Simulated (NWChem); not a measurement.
Molecule: AlH3O; SMILES [OH][AlH2]

All runs: NWChem. Structure relaxed at the PBE0/def2-SVP level. Core excitations by TDA in a window of 1s orbitals, non-relativistic and unshifted: absolute energies depend strongly on the exact-exchange share.

Problem. Estimate the computed values for Al K edge, BHandHLYP/def2-TZVP. Quantities: first 1s excitation (eV); dipole oscillator strength of the first; first state with f > 0.002 (eV); dipole oscillator strength of that state.

Solution. The first 1s excitation (eV) is 1544.6. The dipole oscillator strength of the first is 0.0084 and the first state with f > 0.002 (eV) is 1544.6. The dipole oscillator strength of that state is 0.0084.
